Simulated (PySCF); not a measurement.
C3H10OSi2.
SMILES with atom numbers: `[OH:1][Si@H:2]1[CH2:3][CH2:4][CH2:5][SiH2:6]1`

Definitions: NICS(0) = −σiso at the ring centroid; NICS(1) = −σiso and NICS(1)zz = −σzz at ±1 Å along the ring normal z. Level: GIAO PBE0/pcSseg-1 (PySCF, non-relativistic, gas phase) on the GFN2-xTB geometry, one conformer.

Ring bond lengths (Å), with Mayer bond orders in brackets: Si2–C3 1.918 (0.88), C3–C4 1.530 (1.03), C4–C5 1.532 (1.03), C5–Si6 1.917 (0.90), Si6–Si2 2.300 (0.91).

What do the NICS probes read (ppm)?

```json
{"ring": "Si2–C3–C4–C5–Si6", "type": "5-membered ring with 2 Si; formal bonds all single", "NICS(0)": "-3.6", "NICS(1), two faces": "-2.9 / -4.2", "NICS(1)zz, two faces": "0.4 / -2.6", "rms pucker (Å)": "0.21", "centre to ring atoms, mean (Å)": "1.52"}
```

What do they say, and how far can they be read as aromaticity?

- Si2–C3–C4–C5–Si6: mean NICS(1)zz -1.1 ppm, near zero. Si2, C3, C4, C5, Si6 have four or more neighbours; no verdict on aromaticity is drawn.

Give the inner angles of the rings and the Hirshfeld charges of the ring atoms.

- Si2–C3–C4–C5–Si6: Si2 94.0° (+0.332 e), C3 108.1° (-0.170 e), C4 111.7° (-0.069 e), C5 109.4° (-0.158 e), Si6 93.0° (+0.237 e); sum 516.3° against 540° for a flat convex ring.
